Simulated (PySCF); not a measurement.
Input for PySCF: R-M06-2X/6-31G* on BFH2O (SMILES OBF), a point of a torsion scan.

```python
from pyscf import gto, scf, dft, mp
from pyscf.data.elements import chemcore

mol = gto.M(
    atom='''
    O     0.92661669   -0.05082762   -0.37468488
    B    -0.36269272    0.25521273   -0.40468440
    F    -0.81756757    1.30165176    0.28659648
    H     1.40410076   -0.25759214    0.42382295
    H    -1.07979966   -0.18659130   -1.22117615
    ''',
    basis='6-31g*',
    cart=True,
    charge=0, spin=0, verbose=3, max_memory=1800)
mf = dft.RKS(mol, xc='m062x')
mf.conv_tol = 1e-8
mf.max_cycle = 100
mf.kernel()
if not mf.converged:
    mf = mf.newton().run(mf.mo_coeff, mf.mo_occ)
```

Problem. Give the final energy of this run.

Solution. -201.1289 hartree.
